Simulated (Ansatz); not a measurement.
[Ni(SH)4]2- (NiH4S4²⁻) was relaxed with PBE0-D4 (def2-SVPD) in Ansatz in these states: charge -2 singlet, charge -2 triplet. The geometries follow in no particular order.

A multiply charged anion in the gas phase is held together partly by the finite basis.

A:

```xyz
9

Ni    0.000    0.000    0.000
S     1.182   -0.876    1.736
H     2.439   -0.730    1.252
S    -1.147    0.790   -1.800
H    -2.064   -0.198   -1.937
S    -1.759   -1.213    0.783
H    -2.781   -0.508    0.242
S     1.724    1.299   -0.720
H     2.406    1.436    0.443
```

B:

```xyz
9

Ni   -0.096   -0.042   -0.067
S    -0.222    0.087    2.290
H    -0.571    1.394    2.331
S     1.897    0.662   -1.126
H     2.563   -0.501   -0.936
S    -0.025   -2.428   -0.306
H     0.483   -2.393   -1.560
S    -1.547    1.727   -0.788
H    -2.481    1.493    0.163
```

Question: Judge from the bond lengths which geometry belongs to which state (an estimate).

Answer: A is the charge -2 singlet (Ni1–S6 2.276 Å, Ni1–S8 2.276 Å, Ni1–S4 2.276 Å); B is the charge -2 triplet (Ni1–S6 2.399 Å, Ni1–S8 2.399 Å, Ni1–S4 2.364 Å).

At PBE0-D4/def2-SVPD the highest occupied level of the charge -2 singlet lies above zero (up to 2.08 eV). The electron is either unbound and held by the finite basis, or the level is raised by self-interaction error. At PBE0-D4/def2-SVPD the highest occupied level of the charge -2 triplet lies above zero (up to 1.68 eV).
